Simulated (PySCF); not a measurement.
Radial density of Fe⁹⁺ (iron, charge +9)

UHF, [Ne] 3s2 3p5, 2P determinant. Computed with PySCF 2.14 in an uncontracted even-tempered set (19 s from 0.4 bohr⁻², ratio 2.5; 12 p from 0.52 bohr⁻², ratio 2.5; 5 d from 4.4 bohr⁻², ratio 2.7; 4 f from 6.5 bohr⁻², ratio 2.7), with scalar relativity by spin-free X2C-1e.

```
r (bohr)  4πr²ρ (e/bohr)  4πr²(ρα − ρβ)
0.000893          0.1655         0.0000
 0.00150          0.4260         0.0000
 0.00253           1.074         0.0000
 0.00425           2.622         0.0001
 0.00715           6.055         0.0003
  0.0120           12.71         0.0013
  0.0202           22.65         0.0064
  0.0340           30.86         0.0320
  0.0572           28.83         0.1347
  0.0963           24.73         0.3825
   0.162           34.14         0.4801
   0.272           24.83         0.0077
   0.458           9.990         0.8374
   0.771           10.72         1.5083
    1.30           1.429         0.2010
    2.18        0.003916         0.0004
```

Densities and radii are taken from the X2C orbitals without a picture-change correction, which distorts them close to the nucleus.
